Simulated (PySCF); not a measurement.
## Radial density of Co (cobalt, neutral)

HSE06, [Ar] 3d9, 2D determinant (an excited configuration). Calculation: PySCF 2.14, in aug-cc-pVTZ-DK; scalar relativity by spin-free X2C-1e.

```
r (bohr)  4πr²ρ (e/bohr)  4πr²(ρα − ρβ)
0.000997          0.2422         0.0000
 0.00168          0.6089         0.0000
 0.00282           1.498         0.0000
 0.00474           3.556         0.0000
 0.00798           7.946         0.0000
  0.0134           15.94         0.0000
  0.0226           26.57         0.0000
  0.0380           32.71         0.0002
  0.0639           27.80         0.0014
   0.107           27.48         0.0105
   0.181           36.66         0.0724
   0.304           21.11         0.3445
   0.511           16.15         0.8421
   0.860           15.81         0.8632
    1.45           4.714         0.3748
    2.43           1.013         0.0623
    4.09          0.1784        -0.0101
    6.88         0.01308        -0.0035
    11.6       0.0002010        -0.0001
```

Densities and radii are taken from the X2C orbitals without a picture-change correction, which distorts them close to the nucleus.

Question: Where is the radial spin density 4πr²(ρα − ρβ) most negative, and why is it negative at all?

Answer: Around r = 4.09 bohr, down to -0.0101 e/bohr: exchange with the open shell polarises the paired shells in an unrestricted calculation.
